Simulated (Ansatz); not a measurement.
`N#[C][SnH2][Cl]` and `N#[C][SnH3]` differ in one atom or group.

Ansatz, PBE0-D4/def2-TZVP geometries, multiplicity 1. 

Elements past krypton have def2 core potentials.

| property | `N#[C][SnH2][Cl]` |
| --- | --- |
| HOMO energy (B3LYP/def2-TZVPP) / eV | -9.05 |
| HOMO–LUMO gap (PBE/def2-TZVPP) / eV | 5.42 |
| LUMO energy (ωB97M-V/def2-TZVPP) / eV | 0.16 |
| LUMO energy (PBE/def2-TZVPP) / eV | -2.51 |
| HOMO–LUMO gap (ωB97M-V/def2-TZVPP) / eV | 11.72 |
| HOMO–LUMO gap (PBE0/def2-TZVPP) / eV | 7.66 |

(1) Give the same properties after the change, and the shifts. (Estimate.)

## Answers

(1) The calculation gave: 
```csv
property,`N#[C][SnH3]`,shift
HOMO energy (B3LYP/def2-TZVPP) / eV,-9.28,-0.23
HOMO–LUMO gap (PBE/def2-TZVPP) / eV,7.02,1.60
LUMO energy (ωB97M-V/def2-TZVPP) / eV,1.03,0.87
LUMO energy (PBE/def2-TZVPP) / eV,-1.22,1.29
HOMO–LUMO gap (ωB97M-V/def2-TZVPP) / eV,12.81,1.09
HOMO–LUMO gap (PBE0/def2-TZVPP) / eV,9.18,1.52
```

With PBE0 the HOMO falls by 0.22 eV and the LUMO rises by 1.30 eV, so the gap widens by about 1.52 eV. PBE moves the HOMO by -0.30 eV and ωB97M-V by -0.22 eV.

B3LYP here is the variant with VWN-RPA as its local correlation; programs differ in this.
